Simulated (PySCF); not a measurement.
**Working out the excitation energy of Al**

Al [Ne] 3s2 3p1 (2P) → Al [Ne] 3s1 3p2 (4P). Calculation: PySCF 2.14, in def2-TZVPPD (6s5p4d1f, 48 functions); the non-relativistic Hamiltonian (point nucleus). Frozen: 1s2. Energies in hartree (1 hartree = 27.21139 eV):

```
             part   Al (lower)   Al (upper)
              UHF  -241.874447  -241.785934
MP2 opposite-spin    -0.139530    -0.103570
    MP2 same-spin    -0.047120    -0.051020
```

Task: What does Hartree-Fock give?

Result: (-241.785934) − (-241.874447) = 0.088513 hartree = 2.409 eV.

Task: What do MP2 and SCS-MP2 (6/5 opposite-spin, 1/3 same-spin) give?

Result: The opposite-spin parts differ by 0.979 eV and the same-spin parts by -0.106 eV. MP2: 2.409 + (0.979) + (-0.106) = 3.282 eV. SCS-MP2: 2.409 + 1.2 × (0.979) + (-0.106)/3 = 3.548 eV.

Measured between the centres of the two terms (NIST): 3.598 eV, so MP2 (valence and next inner shell) is off by -0.316 eV.

What remains against the reference includes basis incompleteness, the frozen core and correlation beyond second order.
